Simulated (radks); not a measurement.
Results of a calculation; reference values are marked as such.
Ionisation of the cobalt ion Co2+, [Ar] 3d7, to Co3+, [Ar] 3d6, under several functionals. Non-relativistic Kohn-Sham, spin-polarised, spherical densities, point nucleus; open shells are filled with parallel spins first; a radial shooting solver on a logarithmic mesh with Libxc functionals.

| functional | E(Co2+) (hartree) | Exc (hartree) | IE (eV) | -e(HOMO) (eV) | <r> HOMO (bohr) | IE error (eV) |
|---|---|---|---|---|---|---|
| PBE | -1381.54346 | -58.52471 | 33.846 | 25.466 | 1.039 | +0.346 |
| LDA (Slater exchange, VWN5 correlation) | -1379.21648 | -56.14976 | 34.279 | 25.885 | 1.037 | +0.779 |
| exchange-only r2SCAN | -1380.58501 | -57.58153 | 31.545 | 23.431 | 1.051 | -1.955 |
| MS2 meta-GGA | -1381.62684 | -58.62022 | 33.101 | 24.891 | 1.046 | -0.399 |
| revTPSS | -1381.41387 | -58.39257 | 33.365 | 25.027 | 1.038 | -0.135 |
| Wu-Cohen GGA | -1381.13194 | -58.11076 | 33.867 | 25.473 | 1.034 | +0.367 |
| BP86 | -1381.98661 | -58.97853 | 33.968 | 25.588 | 1.034 | +0.468 |
| OLYP | -1382.15615 | -59.20757 | 33.714 | 25.300 | 1.041 | +0.214 |
| PW91 | -1381.89750 | -58.88810 | 33.975 | 25.578 | 1.038 | +0.475 |
| exchange-only LDA | -1376.98618 | -53.86932 | 32.301 | 24.058 | 1.046 | -1.199 |
| LDA (Slater exchange, Perdew-Zunger correlation) | -1379.19866 | -56.13109 | 34.335 | 25.931 | 1.037 | +0.835 |

NIST Atomic Spectra Database: 33.5 eV (semi-empirical). Closest: revTPSS. The Delta-SCF values span 2.79 eV, the total energies 5.17 hartree. The highest occupied level is 3d. Open shells are spherical and high-spin; term and fine-structure splittings are not resolved.
